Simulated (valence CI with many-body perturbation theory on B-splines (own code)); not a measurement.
# Tm XXXVIII in three bases

Calculated by valence CI with perturbative core correlation (CI+MBPT): four valence electrons over a frozen Dirac-Fock core [Ar] 3d10, radial functions for each j: 9 s, 9 p, 8 d, 6 f, 3 g, 1 h, with the one-electron correlation potential Σ1, the two-electron term Σ2, the three-electron term Σ3, Breit, model QED; selected CI, second order for the rest, scaled by the run's own slope (own B-spline code, finite nucleus).

No measured spectrum was set against this ion. As an estimate, large intervals hold to a few tenths of a per cent, small ones and those within an open d or f shell to about a per cent.

The reference run has the lowest level (4s^2 4p1/2^2) J=0 and an ionisation energy of 1707.93 eV. Its largest variational space holds 19998 state functions.

Levels are named by their leading jj configuration (3d3/2^4 stands for four electrons in 3d with j = 3/2), which in mixed levels can hold well under half, so a name can repeat and another be missing. Letters in brackets count levels of one name in rising energy.

Changed runs:
A. basis 6 s, 6 p, 5 d, 3 f, 1 g
B. basis 5 s, 5 p, 4 d, 2 f

Excitation energies of the reference run in cm⁻¹, and shifts in cm⁻¹:

```tsv
Level	Reference	A	B
(4s^2 4p1/2 4p3/2) J=1	497916	-112	-422
(4s^2 4p1/2 4p3/2) J=2	528975	-2.3	+58
(4s^2 4p3/2^2) J=2	1050310	-82	-214
(4s^2 4p3/2^2) J=0	1118200	+44	+345
(4s 4p1/2^2 4p3/2) J=2	1172100	-135	-475
(4s 4p1/2^2 4p3/2) J=1	1278640	+17	+179
(4s^2 4p1/2 4d3/2) J=2	1589730	+7.3	+216
(4s 4p1/2 4p3/2^2) J=2 [a]	1625570	-275	-1000
(4s 4p1/2 4p3/2^2) J=3	1684330	-124	-369
(4s^2 4p1/2 4d3/2) J=1	1714620	+206	+1108
(4s 4p1/2 4p3/2^2) J=0	1760680	-38	-1.9
(4s^2 4p1/2 4d5/2) J=2	1794080	+89	+584
Ionisation energy (eV)	1707.93	-0.039	-0.15
```
